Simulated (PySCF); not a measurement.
One of the candidates below gave these computed data.

All candidates are C7H12SSi.

| technique | computed result |
| --- | --- |
| Triplet | lowest triplet excitation (Tamm–Dancoff): 3.19 eV [TDA wB97X-D/def2-SVPD] |
| Polarisability | 139.9 au [wB97X-D/def2-SVPD] |
| Valence photoelectron | vertical ionisation energy: 8.03 eV [ΔSCF wB97X-D/def2-SVPD] |
| 13C NMR | chemical shifts (computed TMS as zero) by class: 151.2 (1 C), 133.8 (1 C), 89.5 (1 C), 85.4 (1 C), 33.5 (1 C), 27.4 (1 C), 15.0 (1 C) ppm [GIAO B3LYP/pcSseg-1] |
| NMR, other nuclei | isotropic shieldings of nuclei other than C and H, by class: 392 (1 Si), 563 (1 S) ppm [GIAO B3LYP/pcSseg-1] |
| Dipole | 1.01 D [wB97X-D/def2-SVPD] |
| UV, first state | lowest singlet excitation: 5.00 eV (248 nm, f = 0.456) [TDDFT wB97X-D/def2-SVPD] |
| 1H NMR | chemical shifts (computed TMS as zero) by class: 4.54 (3 H), 3.33 (1 H), 2.53 (2 H), 2.36 (3 H), 1.10 (3 H) ppm [GIAO B3LYP/pcSseg-1] |
| Rotational structure | rotational constants A, B, C: 1.850, 0.700, 0.546 GHz [PBE0-D3(BJ)/def2-SVP] |

Electronic properties: PySCF, gas phase, density fitting. Levels stand in brackets. Geometry: PBE0-D3(BJ)/def2-SVP, one conformer, isolated molecule. Each NMR value is the plain mean over a class of atoms that symmetry, rotation or inversion makes alike.

Task: Which candidate is it?
A. `CC(C)[SiH2]c1cccs1`
B. `C#C/C(CC)=C(\C)S[SiH3]`
C. `CCC[SiH2]c1cccs1`

Result: B. It is `C#C/C(CC)=C(\C)S[SiH3]`. Numbering: `[CH:1]#[C:2]/[C:3]([CH2:4][CH3:5])=[C:6](\[CH3:7])[S:8][SiH3:9]`. Its formula, C7H12SSi, gives 3 degrees of unsaturation: 0 rings and 3 π bonds in the structure found. 7 carbons fall into 7 classes; from least to most shielded: fully substituted alkene carbon [C6] (151.2 ppm), fully substituted alkene carbon [C3] (133.8 ppm), terminal alkyne carbon [C1] (89.5 ppm), alkyne carbon [C2] (85.4 ppm), allylic carbon [C4] (33.5 ppm), allylic carbon [C7] (27.4 ppm), methyl carbon [C5] (15.0 ppm). Hydrogen classes from least to most shielded: 3 H on an SiH3 silicon, Si9 (4.54 ppm), 1 H on a terminal alkyne carbon, C1 (3.33 ppm), 2 H on an allylic carbon, C4 (2.53 ppm, a mean of values up to 1.0 ppm apart in this geometry), 3 H on an allylic carbon, C7 (2.36 ppm, a mean of values up to 1.3 ppm apart in this geometry), 3 H on a methyl carbon, C5 (1.10 ppm). The other shieldings belong to: 392 ppm, SiH3 silicon [Si9]; 563 ppm, sulfur bonded to C and Si [S8]. The first electron is taken from the HOMO, whose largest Löwdin shares are 0.25 on the sulfur bonded to C and Si, 0.18 on a fully substituted alkene carbon, 0.17 on a fully substituted alkene carbon and 0.14 on the terminal alkyne carbon. The optimised geometry has point group C1 and is an asymmetric top.

The others, at the same levels:
- `CCC[SiH2]c1cccs1` fails: its computed 13C shifts are 142.6 (1 C), 142.0 (1 C), 141.6 (1 C), 132.5 (1 C), 23.3 (1 C), 18.5 (1 C), 17.9 (1 C) ppm, 1H shifts are 7.38 (1 H), 7.33 (1 H), 7.06 (1 H), 4.70 (2 H), 1.66 (2 H), 1.03 (3 H), 1.01 (2 H) ppm and lowest singlet excitation is 5.55 eV (223 nm, f = 0.192) (against 5.00 eV).
- `CC(C)[SiH2]c1cccs1` fails: it has 6 carbon classes against 7; its computed 13C shifts are 143.4 (1 C), 142.3 (1 C), 142.0 (1 C), 132.5 (1 C), 20.1 (2 C), 18.6 (1 C) ppm, 1H shifts are 7.42 (1 H), 7.33 (1 H), 7.08 (1 H), 4.45 (2 H), 1.01 (6 H), 0.88 (1 H) ppm and lowest singlet excitation is 5.54 eV (224 nm, f = 0.193) (against 5.00 eV).

Each candidate is one conformer, not necessarily the lowest. The conformers computed, where there is a choice (atom-mapped SMILES and torsion angles):
- `[CH:1]#[C:2]/[C:3]([CH2:4][CH3:5])=[C:6](\[CH3:7])[S:8][SiH3:9]`: C2–C3–C4–C5 83°, C3–C6–S8–Si9 -141°
- `[CH3:1][CH2:2][CH2:3][SiH2:4][c:5]1[cH:6][cH:7][cH:8][s:9]1`: C1–C2–C3–Si4 -62°, C2–C3–Si4–C5 -168°, C3–Si4–C5–C6 -132°
- `[CH3:1][CH:2]([CH3:3])[SiH2:4][c:5]1[cH:6][cH:7][cH:8][s:9]1`: C1–C2–Si4–C5 -57°, C2–Si4–C5–C6 111°
